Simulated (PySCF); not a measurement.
Ge(Cl)(NH2) (ClGeH2N), SMILES [Ge]([Cl])[NH2] (connectivity only; charge and spin as stated), neutral, multiplicity 1.

Geometry: B3LYP-D3(BJ)/def2-TZVP. The values are those of a single conformer.

These are PySCF with PBE0/def2-TZVPD values and carry that method's errors.

Isolated molecule, no solvent.

```
Property                                                                                                       Result
---------------------------------------------------------------------------------------------  ----------------------
total energy                                                                                      -2592.78672 hartree
point group                                                                                                        Cs
highest occupied level                                                                                       -7.64 eV
lowest empty level                                                                                           -1.95 eV
orbital gap                                                                                                   5.69 eV
dipole moment                                                                                               0.612 e·Å
quadrupole, principal values (traceless, Buckingham form, about the centre of nuclear charge)  -2.64, -1.27, 3.90 D·Å
mean static polarisability                                                                       57.8 bohr³ (8.56 Å³)
polarisability, principal values                                                               44.9, 57.7, 70.7 bohr³
```
